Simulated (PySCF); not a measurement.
**Electron correlation in Pb²⁺ (lead, charge +2)**

[Xe] 4f14 5d10 6s2, closed-shell 1S. Computed with PySCF 2.14 in x2c-QZVPPall (16s10p9d6f1g, 142 functions), with scalar relativity by spin-free X2C-1e. Frozen: [Kr] 4d10 4f14; 20 electrons correlated.

MP2 pair energies summed by pair of shells (mhartree):

```csv
pair,energy,share (%)
5d-5d,-276.81,45.4
5d-6s,-113.22,18.6
5p-5d,-106.83,17.5
5p-5p,-35.02,5.7
5s-5d,-21.99,3.6
6s-6s,-21.77,3.6
5s-5p,-16.32,2.7
5p-6s,-12.89,2.1
5s-5s,-3.11,0.5
5s-6s,-1.32,0.2
```

Total MP2 correlation energy: -609.27 mhartree.

Same-spin part -207.69 and opposite-spin part -401.58 mhartree; SCS-MP2 scales them by 1/3 and 6/5 to -551.13 mhartree.

This basis was not built for core-valence correlation, so the inner-shell part is incomplete.
